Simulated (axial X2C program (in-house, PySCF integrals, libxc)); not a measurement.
**Potential curves of HfS, 2c**

Computed with an in-house all-electron X2C program for linear molecules (integrals from PySCF). Two-component (2c) means X2C with spin–orbit coupling and atomic mean-field two-electron Coulomb and Gaunt terms. Basis: Hf dyall-cv3z [13s14p9d7f4g], S dyall-av3z [9s8p3d2f] (cores contracted in-house); Gaussian nuclei, density fitting, unrestricted open shells. Masses: Hf 179.947 u, S 31.972 u.

State: Ω = 0 (closed shell). Energies in cm⁻¹ from the fragments at the same level (Hf + S). Fits are polynomials in 1 − R0/R over 0.85 to 1.23 times the lowest point R0.

```csv
R (Å),CCSD(T)
1.9592,-38877
2.0238,-43059
2.0884,-45547
2.1530,-46697
2.2284,-46737
2.3037,-45728
2.4006,-43349
```

Correlated methods: 10 electrons correlated (number of frozen shells: Hf 5 s, 4 p, 2 d, 1 f; S 2 s, 1 p), 316 virtual spin orbitals or spinors in MP2, 90 natural virtuals in coupled cluster.

Occupations by symmetry block were frozen at the best pattern of an incomplete PBE0 search. Closed shells are restricted here (equal orbitals for both partners); the stretched side of such a curve lies too high. De is counted from the lowest determinant-based energies of the atoms at the same level, without counterpoise correction. CCSD and (T) use frozen natural virtuals with an MP2 correction for the truncation; (T) itself is uncorrected, so its De runs slightly low. The outer-core s and p shells of the metal are frozen in the correlated rows, which leaves out core–valence correlation; for alkali and alkaline-earth bonds that tends to lengthen them. The T1 diagnostic is large, a sign of multireference character. With the outer-core shells frozen, correlated bond lengths of heavy atoms tend to come out a few hundredths of an ångström too long. Coupled cluster ran on the points near the minimum only. MP2 and coupled cluster on one determinant become unreliable at the stretched end.

(1) What are Re, ωe and De at the CCSD(T) level?

Answers

(1) At CCSD(T), 2c: Re = 2.192 Å, ωe ≈ 514 cm⁻¹, De = 5.81 eV to Hf + S; Be follows as 0.129 cm⁻¹.
